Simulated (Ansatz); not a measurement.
`[OH][GeH2][GeH2][F]` + `[NH2][GeH3]` → `[F][GeH2][NH][GeH3]` + `[OH][GeH3]`  (cleavage of the Ge–Ge bond)

Calculated with Ansatz (gas phase, PBE0-D4/def2-TZVP geometries, no zero-point term in ΔE). CBS: MP2 limit from def2 TZ/QZ plus the TZ coupled-cluster correction, frozen cores. Functionals use def2-TZVPP. For Ge outer-core shells are correlated without core-valence functions, which leaves a few kJ/mol of doubt a bond. Scalar relativity is left out up to krypton. Each species was taken in one conformer, which may not be the lowest.

`[OH][GeH2][GeH2][F]`:

Z-matrix (Å, degrees):
```
Ge
Ge 1 2.439
O 1 1.789 2 107.9
H 1 1.533 2 112.2 3 -114.7
H 1 1.542 2 110.8 3 120.4
F 2 1.752 1 106.6 3 -169.9
H 2 1.540 1 113.2 3 -54.2
H 2 1.538 1 114.6 3 73.6
H 3 0.960 1 112.7 2 79.7
```

`[NH2][GeH3]`:

```xyz
7

N    -0.501    0.513    0.914
Ge    0.157   -0.415   -0.535
H     0.110    0.493    1.720
H    -0.719    1.479    0.711
H    -0.905   -0.325   -1.641
H     1.499    0.124   -1.088
H     0.360   -1.868   -0.081
```

`[F][GeH2][NH][GeH3]`:

Z-matrix (Å, degrees):
```
Ge
N 1 1.807
F 1 1.750 2 110.3
H 1 1.532 2 110.3 3 115.6
H 1 1.531 2 109.4 3 -115.0
Ge 2 1.843 1 125.5 3 73.5
H 2 1.010 1 114.8 3 -80.8
H 6 1.538 2 108.5 1 144.7
H 6 1.535 2 105.8 1 25.5
H 6 1.540 2 111.8 1 -94.7
```

`[OH][GeH3]`:

Cartesian coordinates in Å:
```
O 0.976 -0.347 -0.899
Ge -0.401 0.128 0.127
H 1.763 -0.553 -0.390
H -1.533 0.410 -0.865
H -0.040 1.385 0.942
H -0.765 -1.023 1.085
```

CCSD(T)/CBS gives -3.9 kcal/mol.

Q: Another level gave -5.6 kcal/mol. Which?
A. PBE0/def2-TZVPP
B. CCSD/def2-TZVPP
C. ωB97X-V/def2-TZVPP
D. MP2/def2-TZVPP

A: D. MP2/def2-TZVPP -5.6, ωB97X-V -3.4, PBE0 -0.4, CCSD/def2-TZVPP -4.6 kcal/mol.

Largest T1 diagnostic among the species: 0.012.

From PBE to PBE0 (25 % exact exchange), in def2-TZVPP and without D4, ΔE moves by −1.6 kcal/mol.
